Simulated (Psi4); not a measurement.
A run for Psi4: SAPT0/aug-cc-pVDZ on CH4GeO (a complex), monomers drawn apart or pushed together.

```
memory 1800 MB

molecule dimer {
0 1
C     0.24740009   -0.55475324    0.16938191
O     0.25438942   -0.13741069   -0.87495369
--
0 1
Ge   -0.35373800    0.40559040    6.66405139
H     0.84655689    1.13665568    6.04500519
H    -0.52587879    0.85769451    8.12334000
H    -0.11355899   -1.10936839    6.62142617
H    -1.62448997    0.74972772    5.87339174
units angstrom
symmetry c1
no_reorient
no_com
}

set {
  basis aug-cc-pVDZ
  scf_type df
  freeze_core true
}

energy('sapt0')
```

The log:

```
[...]
==> Input File <==

--------------------------------------------------------------------------
memory 1800 MB

molecule dimer {
0 1
C     0.24740009   -0.55475324    0.16938191
O     0.25438942   -0.13741069   -0.87495369
--
0 1
Ge   -0.35373800    0.40559040    6.66405139
H     0.84655689    1.13665568    6.04500519
H    -0.52587879    0.85769451    8.12334000
H    -0.11355899   -1.10936839    6.62142617
H    -1.62448997    0.74972772    5.87339174
units angstrom
symmetry c1
no_reorient
no_com
}

set {
  basis aug-cc-pVDZ
  scf_type df
  freeze_core true
}

energy('sapt0')
--------------------------------------------------------------------------


   => Loading Basis Set <=

    Name: AUG-CC-PVDZ
    Role: ORBITAL
    Keyword: BASIS
    atoms 1   entry C          line   182 file aug-cc-pvdz.gbs
    atoms 2   entry O          line   254 file aug-cc-pvdz.gbs
    atoms 3   entry GE         line  2999 file aug-cc-pvdz.gbs
    atoms 4-7 entry H          line    40 file aug-cc-pvdz.gbs

   => Loading Basis Set <=

    Name: AUG-CC-PVDZ
    Role: ORBITAL
    Keyword: BASIS
    atoms 1   entry C          line   182 file aug-cc-pvdz.gbs
    atoms 2   entry O          line   254 file aug-cc-pvdz.gbs
    atoms 3   entry GE         line  2999 file aug-cc-pvdz.gbs
    atoms 4-7 entry H          line    40 file aug-cc-pvdz.gbs


  //>>>>>>>>>>>>>>>>>>>>>>>>>>>>>>>>>>>//
  //              Dimer HF             //
  //<<<<<<<<<<<<<<<<<<<<<<<<<<<<<<<<<<<//

   => Libint2 <=

    Primary   basis highest AM E, G, H:  7, 6, 3
    Auxiliary basis highest AM E, G, H:  7, 7, 4
    Onebody   basis highest AM E, G, H:  -, -, -
    Solid Harmonics ordering:            Gaussian


   => Loading Basis Set <=

    Name: AUG-CC-PVDZ
    Role: ORBITAL
    Keyword: BASIS
    atoms 1   entry C          line   182 file aug-cc-pvdz.gbs
    atoms 2   entry O          line   254 file aug-cc-pvdz.gbs
    atoms 3   entry GE         line  2999 file aug-cc-pvdz.gbs
    atoms 4-7 entry H          line    40 file aug-cc-pvdz.gbs


         ---------------------------------------------------------
                                   SCF
               by Justin Turney, Rob Parrish, Andy Simmonett
                          and Daniel G. A. Smith
                              RHF Reference
                        1 Threads,   1716 MiB Core
         ---------------------------------------------------------

  ==> Geometry <==

    Molecular point group: c1
    Full point group: C1

    Geometry (in Angstrom), charge = 0, multiplicity = 1:

       Center              X                  Y                   Z               Mass
    ------------   -----------------  -----------------  -----------------  -----------------
         C            0.247400090000    -0.554753240000     0.169381910000    12.000000000000
         O            0.254389420000    -0.137410690000    -0.874953690000    15.994914619570
         GE          -0.353738000000     0.405590400000     6.664051390000    73.921177761000
         H            0.846556890000     1.136655680000     6.045005190000     1.007825032230
         H           -0.525878790000     0.857694510000     8.123340000000     1.007825032230
         H           -0.113558990000    -1.109368390000     6.621426170000     1.007825032230
         H           -1.624489970000     0.749727720000     5.873391740000     1.007825032230

  Running in c1 symmetry.

  Rotational constants: A =      1.43638  B =      0.00481  C =      0.00480 [cm^-1]
  Rotational constants: A =  43061.65706  B =    144.22254  C =    144.02910 [MHz]
  Nuclear repulsion =  105.369377766370675

  Charge       = 0
  Multiplicity = 1
  Electrons    = 50
  Nalpha       = 25
  Nbeta        = 25

  ==> Algorithm <==

  SCF Algorithm Type is DF.
  DIIS enabled.
  MOM disabled.
  Fractional occupation disabled.
  Guess Type is SAD.
  Energy threshold   = 1.00e-08
  Density threshold  = 1.00e-08
  Integral threshold = 1.00e-12

  ==> Primary Basis <==

  Basis Set: AUG-CC-PVDZ
    Blend: AUG-CC-PVDZ
    Number of shells: 52
    Number of basis functions: 118
    Number of Cartesian functions: 125
    Spherical Harmonics?: true
    Max angular momentum: 2

   => Loading Basis Set <=

    Name: (AUG-CC-PVDZ AUX)
    Role: JKFIT
    Keyword: DF_BASIS_SCF
    atoms 1   entry C          line   154 file aug-cc-pvdz-jkfit.gbs
    atoms 2   entry O          line   270 file aug-cc-pvdz-jkfit.gbs
    atoms 3   entry GE         line  1047 file aug-cc-pvdz-jkfit.gbs
    atoms 4-7 entry H          line    70 file aug-cc-pvdz-jkfit.gbs

  ==> Integral Setup <==

  DFHelper Memory: AOs need 0.048 GiB; user supplied 1.257 GiB.
  SCF_SUBTYPE=INCORE selected. In-core MEM_DF algorithm will be used.
  Using in-core AOs.

  ==> MemDFJK: Density-Fitted J/K Matrices <==

    J tasked:                   Yes
    K tasked:                   Yes
    wK tasked:                   No
    OpenMP threads:               1
    Algorithm:                 Core
    Schwarz Cutoff:         
[...]
22   102A      2.349035
     103A      2.351323   104A      2.642572   105A      3.351690
     106A      3.351926   107A      3.620415   108A      4.501226
     109A      4.870505   110A      4.870513   111A      5.007079
     112A      5.009437   113A      5.604630   114A      5.856103
     115A      5.858713   116A      7.241416   117A     18.300704
     118A     33.517470

    Final Occupation by Irrep:
              A
    DOCC [    18 ]
    NA   [    18 ]
    NB   [    18 ]

  @DF-RHF Final Energy: -2077.11545622750191

   => Energetics <=

    Nuclear Repulsion Energy =             45.3694044664530622
    One-Electron Energy =               -2986.3215010257135873
    Two-Electron Energy =                 863.8366403317586446
    Total Energy =                      -2077.1154562275019089

Computation Completed


Properties will be evaluated at   0.000000,   0.000000,   0.000000 [a0]

Properties computed using the SCF density matrix


 Multipole Moments:

 ------------------------------------------------------------------------------------
     Multipole            Electronic (a.u.)      Nuclear  (a.u.)        Total (a.u.)
 ------------------------------------------------------------------------------------

 L = 1.  Multiply by 2.5417464519 to convert [e a0] to [Debye]
 Dipole X            :         24.0705655          -24.0694168            0.0011487
 Dipole Y            :        -27.6214275           27.6157061           -0.0057214
 Dipole Z            :       -453.3731261          453.3695003           -0.0036258
 Magnitude           :                                                    0.0068702

 ------------------------------------------------------------------------------------

  Constructing Basis Sets for SAPT...

   => Loading Basis Set <=

    Name: (AUG-CC-PVDZ AUX)
    Role: RIFIT
    Keyword: DF_BASIS_SAPT
    atoms 1   entry C          line   112 file aug-cc-pvdz-ri.gbs
    atoms 2   entry O          line   204 file aug-cc-pvdz-ri.gbs
    atoms 3   entry GE         line   760 file aug-cc-pvdz-ri.gbs
    atoms 4-7 entry H          line    30 file aug-cc-pvdz-ri.gbs

   => Loading Basis Set <=

    Name: (AUG-CC-PVDZ AUX)
    Role: JKFIT
    Keyword: DF_BASIS_ELST
    atoms 1   entry C          line   154 file aug-cc-pvdz-jkfit.gbs
    atoms 2   entry O          line   270 file aug-cc-pvdz-jkfit.gbs
    atoms 3   entry GE         line  1047 file aug-cc-pvdz-jkfit.gbs
    atoms 4-7 entry H          line    70 file aug-cc-pvdz-jkfit.gbs


  //>>>>>>>>>>>>>>>>>>>>>>>>>>>>>>>>>>>//
  //               SAPT0               //
  //<<<<<<<<<<<<<<<<<<<<<<<<<<<<<<<<<<<//



        SAPT0
    Ed Hohenstein
     6 June 2009

      Orbital Information
  --------------------------
    NSO        =       118
    NMO        =       118
    NRI        =       366
    NRI (Elst) =       494
    NOCC A     =         7
    NOCC B     =        18
    FOCC A     =         2
    FOCC B     =         9
    NVIR A     =       111
    NVIR B     =       100

    Elst10,r            =    -0.000013645608 [Eh]
    Exch10              =     0.000000111118 [Eh]
    Exch10 (S^2)        =     0.000000111118 [Eh]

    Maxiter = 50
    CPHF R converge = 1.000000E-08

    Iter     Energy [mEh]          dE [mEh]         Residual      Time [s]
       1      -0.00003959       0.000039589     6.777268e-05             0
       2      -0.00004055       0.000000963     2.147567e-05             0
       3      -0.00004657       0.000006015     3.211117e-06             0
       4      -0.00004639      -0.000000181     1.289764e-06             0
       5      -0.00004635      -0.000000040     4.073058e-07             0
       6      -0.00004638       0.000000030     6.806703e-08             0
       7      -0.00004637      -0.000000003     2.102883e-08             0
       8      -0.00004637       0.000000000     8.951724e-09             0

    CHF Iterations converged

    Maxiter = 50
    CPHF R converge = 1.000000E-08

    Iter     Energy [mEh]          dE [mEh]         Residual      Time [s]
       1      -0.00011389       0.000113891     5.058345e-05             0
       2      -0.00013670       0.000022806     1.006505e-05             0
       3      -0.00013835       0.000001658     2.359851e-06             0
       4      -0.00013808      -0.000000273     5.384187e-07             0
       5      -0.00013801      -0.000000069     7.228950e-08             0
       6      -0.00013803       0.000000016     1.400484e-08             0
       7      -0.00013803      -0.000000002     2.089138e-09             0

    CHF Iterations converged

    Ind20,r (A<-B)      =    -0.000000046374 [Eh]
    Ind20,r (B<-A)      =    -0.000000138027 [Eh]
    Ind20,r             =    -0.000000184401 [Eh]
    Exch-Ind20,r (A<-B) =     0.000000007137 [Eh]
    Exch-Ind20,r (B<-A) =     0.000000006610 [Eh]
    Exch-Ind20,r        =     0.000000013746 [Eh]
    Disp20              =    -0.000047173696 [Eh]
    Disp20 (SS)         =    -0.000023586848 [Eh]
    Disp20 (OS)         =    -0.000023586848 [Eh]
    Exch-Disp20         =     0.000000019438 [Eh]
    Exch-Disp20 (SS)    =     0.000000015905 [Eh]
    Exch-Disp20 (OS)    =     0.000000003533 [Eh]

    SAPT Results
  --------------------------------------------------------------------------------------------------------
    Electrostatics                 -0.01364561 [mEh]      -0.00856275 [kcal/mol]      -0.03582654 [kJ/mol]
      Elst10,r                     -0.01364561 [mEh]      -0.00856275 [kcal/mol]      -0.03582654 [kJ/mol]

    Exchange                        0.00011112 [mEh]       0.00006973 [kcal/mol]       0.00029174 [kJ/mol]
      Exch10                        0.00011112 [mEh]       0.00006973 [kcal/mol]       0.00029174 [kJ/mol]
      Exch10(S^2)                   0.00011112 [mEh]       0.00006973 [kcal/mol]       0.00029174 [kJ/mol]

    Induction                      -0.00018017 [mEh]      -0.00011306 [kcal/mol]      -0.00047303 [kJ/mol]
      Ind20,r                      -0.00018440 [mEh]      -0.00011571 [kcal/mol]      -0.00048415 [kJ/mol]
      Exch-Ind20,r                  0.00001375 [mEh]       0.00000863 [kcal/mol]       0.00003609 [kJ/mol]
      delta HF,r (2)               -0.00000951 [mEh]      -0.00000597 [kcal/mol]      -0.00002498 [kJ/mol]

    Dispersion                     -0.04715426 [mEh]      -0.02958974 [kcal/mol]      -0.12380349 [kJ/mol]
      Disp20                       -0.04717370 [mEh]      -0.02960194 [kcal/mol]      -0.12385452 [kJ/mol]
      Exch-Disp20                   0.00001944 [mEh]       0.00001220 [kcal/mol]       0.00005104 [kJ/mol]
      Disp20 (SS)                  -0.02358685 [mEh]      -0.01480097 [kcal/mol]      -0.06192726 [kJ/mol]
      Disp20 (OS)                  -0.02358685 [mEh]      -0.01480097 [kcal/mol]      -0.06192726 [kJ/mol]
      Exch-Disp20 (SS)              0.00001591 [mEh]       0.00000998 [kcal/mol]       0.00004176 [kJ/mol]
      Exch-Disp20 (OS)              0.00000353 [mEh]       0.00000222 [kcal/mol]       0.00000928 [kJ/mol]

  Total HF                         -0.01371466 [mEh]      -0.00860608 [kcal/mol]      -0.03600783 [kJ/mol]
  Total SAPT0                      -0.06086892 [mEh]      -0.03819582 [kcal/mol]      -0.15981132 [kJ/mol]

  Special recipe for scaled SAPT0 (see Manual):
    Electrostatics sSAPT0          -0.01364561 [mEh]      -0.00856275 [kcal/mol]      -0.03582654 [kJ/mol]
    Exchange sSAPT0                 0.00011112 [mEh]       0.00006973 [kcal/mol]       0.00029174 [kJ/mol]
    Induction sSAPT0               -0.00018017 [mEh]      -0.00011306 [kcal/mol]      -0.00047303 [kJ/mol]
    Dispersion sSAPT0              -0.04715426 [mEh]      -0.02958974 [kcal/mol]      -0.12380349 [kJ/mol]
  Total sSAPT0                     -0.06086892 [mEh]      -0.03819582 [kcal/mol]      -0.15981132 [kJ/mol]
  --------------------------------------------------------------------------------------------------------



*** Psi4 exiting successfully. Buy a developer a beer!
```

The run finished.

Cost: very roughly 15 core-seconds.
